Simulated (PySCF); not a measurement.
digermane (H$_{6}$Ge$_{2}$), singlet, at a GFN2-xTB geometry. Base run: DF-HF/3-21G (PySCF).

Input for PySCF:
```python
from pyscf import gto, scf

mol = gto.Mole()
mol.atom = '''
    Ge   -1.17547558    0.12031447   -0.01616232
    Ge    1.17547558   -0.12031447    0.01616232
    H    -1.83910444   -0.70892524   -1.07255537
    H    -1.62122062    1.52722241   -0.27292961
    H    -1.82715328   -0.27710333    1.27278427
    H     1.62480881   -1.45976226    0.51414555
    H     1.85937790    0.88294663    0.89351790
    H     1.80329164    0.03562178   -1.33496274
'''
mol.basis = '3-21g'
mol.verbose = 4
mol.build()

mf = scf.RHF(mol)
mf = mf.density_fit(auxbasis='def2-universal-jkfit')
mf.kernel()
```

Variants of this job, named by their change:

```tsv
change	basis functions	E (Eh)	HOMO (eV)	HOMO-LUMO gap (eV)
base	56	-4134.10346	-11.08	14.97
basis = pcseg-0	56	-4148.86534	-11.47	15.14
basis = 6-31G	66	-4153.49324	-11.10	14.35
basis = 6-31G*	76	-4153.61795	-11.09	14.49
basis = pc-1	84	-4153.98181	-11.24	14.96
basis = cc-pVDZ	84	-4154.14307	-11.15	14.93
basis = 6-31G**	94	-4153.62990	-11.07	14.45
basis = def2-SVPD	124	-4153.68561	-11.17	13.21
basis = 6-311G**	124	(withheld)	(withheld)	(withheld)
basis = aug-cc-pVDZ	(withheld)	(withheld)	-11.15	(withheld)
basis = def2-TZVP	(withheld)	(withheld)	-11.17	(withheld)
basis = def2-TZVPD	162	-4154.21283	-11.15	13.20
basis = cc-pVTZ	(withheld)	(withheld)	-11.15	(withheld)
```

Task: Fill in the missing entries.

Result: 
- basis = 6-311G**, E (Eh): -4154.12355
- basis = 6-311G**, HOMO (eV): -11.16
- basis = 6-311G**, HOMO-LUMO gap (eV): 14.10
- basis = aug-cc-pVDZ, basis functions: 126
- basis = aug-cc-pVDZ, E (Eh): -4154.14476
- basis = aug-cc-pVDZ, HOMO-LUMO gap (eV): 12.21
- basis = def2-TZVP, basis functions: 132
- basis = def2-TZVP, E (Eh): -4154.21141
- basis = def2-TZVP, HOMO-LUMO gap (eV): 14.76
- basis = cc-pVTZ, basis functions: 170
- basis = cc-pVTZ, E (Eh): -4154.29063
- basis = cc-pVTZ, HOMO-LUMO gap (eV): 14.30

Totals compare only among sets that treat the same electrons; sets with core potentials leave the core out.
